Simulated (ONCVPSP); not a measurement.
**Transferability test, ONCV potential for Tc (Z = 43)**

Tc, optimised norm-conserving Vanderbilt (ONCV), made with ONCVPSP 4.0.1 (LDA (Perdew-Zunger), scalar-relativistic). Core [Kr], reference 4d5 5s1.75 5p0.25. Waves: 5s: rc 3.00 bohr, ncon 3, nbas 8, qcut 1.8 1/bohr, 2 projectors, debl 3.2 Ha; 5p: rc 3.00 bohr, ncon 4, nbas 8, qcut 3.1 1/bohr, 2 projectors, debl 3.3 Ha; 4d: rc 1.80 bohr, ncon 4, nbas 8, qcut 9.4 1/bohr, 2 projectors, debl 3.7 Ha. Local part: polynomial inside 1.75 bohr (lpopt 1, dvloc0 0 Ha). Core correction: none.

Energies are relative to the spin-unpolarised reference configuration 4d5 5s1.75 5p0.25; without spin polarisation the order of configurations can differ from experiment.

| valence configuration | charge | ΔE all-electron (eV) | error AE − PS (meV) |
| --- | --- | --- | --- |
| 4d5 5s1 5p0 | +1 | 7.491 | +1.5 |
| 4d5 5s0 5p0 | +2 | 22.694 | -14 |

Q: What are ΔE and the potential's error for 4d5 5s2 5p0?

A: ΔE = -0.940 eV all-electron; the error (AE − PS) is -0.7 meV.

Q: What are ΔE and the potential's error for 4d6 5s1 5p0?

A: ΔE = -1.806 eV all-electron; the error (AE − PS) is +10 meV.

Levels in the configuration 4d5 5s0 5p0:

```
level  all-electron (eV)  pseudo (eV)
   4d            -22.737      -22.814
```

Note: no bound ghost flagged; GHOST(+) flagged for s at 53.9 eV, p at 93.1 eV.
